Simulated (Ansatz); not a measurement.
**Molecular dynamics of GaH$_{4}$NO$_{2}$**

The input (input.yaml):

```yaml
crystal:
  periodic: [false, false, false]
  atoms:
    - { symbol: Ga, position_ang: [0.080082, -0.259686, 0.14789] }
    - { symbol: "N", position_ang: [-0.062074, -0.192895, 1.972317] }
    - { symbol: H, position_ang: [-0.912112, 0.199921, 2.384457] }
    - { symbol: H, position_ang: [0.75834, 0.15748, 2.474996] }
    - { symbol: O, position_ang: [1.71998, -0.257744, -0.589313] }
    - { symbol: H, position_ang: [1.660605, -0.397495, -1.552147] }
    - { symbol: O, position_ang: [-1.302475, -0.481872, -0.991912] }
    - { symbol: H, position_ang: [-2.152146, -0.566309, -0.522688] }
basis:
  gaussian: { orbitals: def2-SVP }
hamiltonian:
  xc: pbe
  dispersion: d4
md:
  timestep: 1.0
  n_steps: 250
  ensemble: nvt_langevin
  temperature: 200.0
  initial_velocities: maxwell_boltzmann
  seed: 715023
  friction: 0.01
  masses: [{ species: H, mass: 2.014 }]
```

Launched with:

```bash
$ ansatz run input.yaml --threads 2 --pin off --max-ram 3072MiB --backend cpu --events-out ev --progress --plain --runs-dir out
```

It starts from a relaxed structure.

Output, in part (step lines, the closing report, with atoms numbered from 0):

```
md step     0: t =     0.00 fs  T =   175.0 K  F+E_penalty+E_count = -58004.18415924 eV  E_kin = 0.180964 eV  (27 SCF iters)
md step   225: t =   225.00 fs  T =   150.9 K  F+E_penalty+E_count = -58004.01740186 eV  E_kin = 0.156056 eV  (29 SCF iters)
md step   226: t =   226.00 fs  T =   123.8 K  F+E_penalty+E_count = -58003.99934800 eV  E_kin = 0.128029 eV  (28 SCF iters)
md step   227: t =   227.00 fs  T =   119.2 K  F+E_penalty+E_count = -58003.99419610 eV  E_kin = 0.123244 eV  (29 SCF iters)
md step   228: t =   228.00 fs  T =   141.5 K  F+E_penalty+E_count = -58004.00778479 eV  E_kin = 0.146280 eV  (29 SCF iters)
md step   229: t =   229.00 fs  T =   154.3 K  F+E_penalty+E_count = -58004.02727401 eV  E_kin = 0.159543 eV  (29 SCF iters)
md step   230: t =   230.00 fs  T =   170.6 K  F+E_penalty+E_count = -58004.03933125 eV  E_kin = 0.176364 eV  (29 SCF iters)
md step   231: t =   231.00 fs  T =   181.2 K  F+E_penalty+E_count = -58004.04224511 eV  E_kin = 0.187375 eV  (28 SCF iters)
[... lines left out ...]
md step   247: t =   247.00 fs  T =   165.3 K  F+E_penalty+E_count = -58004.06427715 eV  E_kin = 0.170984 eV  (29 SCF iters)
md step   248: t =   248.00 fs  T =   179.8 K  F+E_penalty+E_count = -58004.07605296 eV  E_kin = 0.185953 eV  (29 SCF iters)
md step   249: t =   249.00 fs  T =   179.7 K  F+E_penalty+E_count = -58004.08344314 eV  E_kin = 0.185791 eV  (30 SCF iters)
md step   250: t =   250.00 fs  T =   184.5 K  F+E_penalty+E_count = -58004.07754309 eV  E_kin = 0.190760 eV  (28 SCF iters)
Total energy: -58004.07758197 eV, -2131.6105345616 hartree
Atom 0 at     0.194399    -0.140515     0.001022 Å, force    -0.077978    -0.061122    -0.267860 eV/Å
Atom 1 at     0.200247    -0.305983     1.829558 Å, force    -0.299679    -0.052548    -0.037348 eV/Å
Atom 2 at    -0.631358    -0.362341     2.430221 Å, force     0.102238     0.042193    -0.395985 eV/Å
Atom 3 at     1.023773    -0.147467     2.411888 Å, force     0.155871     0.018400    -0.235672 eV/Å
Atom 4 at     1.762124    -0.011453    -0.909096 Å, force    -0.251779     0.336717    -0.325007 eV/Å
Atom 5 at     1.616039     0.291378    -1.842479 Å, force    -0.031510    -0.324416     0.781897 eV/Å
Atom 6 at    -1.219016    -0.156493    -1.160335 Å, force     0.694201     0.172872     0.177992 eV/Å
Atom 7 at    -2.033714    -0.580335    -0.862995 Å, force    -0.291364    -0.132096     0.301983 eV/Å
Dipole moment:    -0.334322    -0.015392     0.367848 e Å
```

The steps, from the saved trajectory:

| time (fs) | T (K) | potential energy less start (eV) |
| --- | --- | --- |
| 0 | 175 | 0.000 |
| 8 | 113 | 0.067 |
| 16 | 48 | 0.110 |
| 24 | 120 | 0.053 |
| 32 | 140 | 0.079 |
| 40 | 41 | 0.157 |
| 48 | 123 | 0.080 |
| 56 | 111 | 0.081 |
| 64 | 77 | 0.110 |
| 72 | 111 | 0.094 |
| 80 | 123 | 0.101 |
| 88 | 144 | 0.112 |
| 96 | 141 | 0.131 |
| 104 | 206 | 0.117 |
| 112 | 239 | 0.097 |
| 120 | 178 | 0.132 |
| 128 | 128 | 0.166 |
| 136 | 228 | 0.154 |
| 144 | 240 | 0.137 |
| 152 | 175 | 0.136 |
| 160 | 148 | 0.147 |
| 168 | 138 | 0.106 |
| 176 | 146 | 0.078 |
| 184 | 127 | 0.089 |
| 192 | 117 | 0.089 |
| 200 | 154 | 0.091 |
| 208 | 126 | 0.134 |
| 216 | 149 | 0.145 |
| 224 | 157 | 0.153 |
| 232 | 184 | 0.147 |
| 240 | 136 | 0.143 |
| 248 | 180 | 0.108 |

All steps were run. The mean temperature of the second half is 20 % below the set value. A run of 0.25 ps of so small a system gives no equilibrium averages.

The same pairs are bonded in the first frame and the last. Pairs count as bonded within 1.25 times the sum of covalent radii (0.12 Å more for H–H).

Last frame:

```xyz
8
Properties=species:S:1:pos:R:3
Ga 0.194 -0.141 0.001
N 0.200 -0.306 1.830
H -0.631 -0.362 2.430
H 1.024 -0.147 2.412
O 1.762 -0.011 -0.909
H 1.616 0.291 -1.843
O -1.219 -0.157 -1.160
H -2.034 -0.580 -0.863
```

The run took 6.4 min on 2 threads of Arm Neoverse V1 (shared host), peak memory 0.13 GiB.
